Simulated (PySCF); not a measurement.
C₄H₁₂BN.
SMILES: `[BH3-][N@H+](C)CC=C`

Torsions of this conformer, `[BH3-:1][N@H+:2]([CH3:3])[CH2:4][CH:5]=[CH2:6]`: B1–N2–C4–C5 -170°, N2–C4–C5–C6 110°.

The closed-shell ground state was solved at several levels (PySCF, density fitting, gas phase, non-relativistic). Geometry: PBE0-D3(BJ)/def2-SVP, one conformer, isolated molecule.

```
              level  basis functions  total energy (Eh)  HOMO (eV)  LUMO (eV)  gap (eV)  dipole (D)
      PBE0/pcSseg-1              162          -238.8848      -7.62      -0.64      6.98        5.57
        B3LYP/pcJ-1              282          -239.2471      -7.45      -0.86      6.59        5.57
CAM-B3LYP/def2-SVPD              216          -238.9134      -9.10       0.47      9.57        5.37
```

**Question.** Estimate the row for wB97X-D/pcSseg-1, a basis of 162 functions; the other rows only guide the guess.

**Answer.** Total energy -239.1100 Eh, HOMO -9.56 eV, LUMO 1.18 eV, gap 10.74 eV, dipole 5.64 D.

**Question.** Over all these levels, which gives the widest orbital gap and which the narrowest?

**Answer.** wB97X-D/pcSseg-1 (range-separated hybrid) has the widest, 10.74 eV, and B3LYP/pcJ-1 (global hybrid, 20 % exact exchange) the narrowest, 6.59 eV. Functional and basis both differ between the two, so the spread mixes both effects.

**Question.** How far do the dipole and the HOMO energy spread over the levels?

**Answer.** The dipole runs from 5.37 to 5.64 D (mean 5.54 D) and the HOMO from -9.56 to -7.45 eV.

Note: wB97X-D ran without an empirical dispersion term, which enters the total energy and its gradient alone.
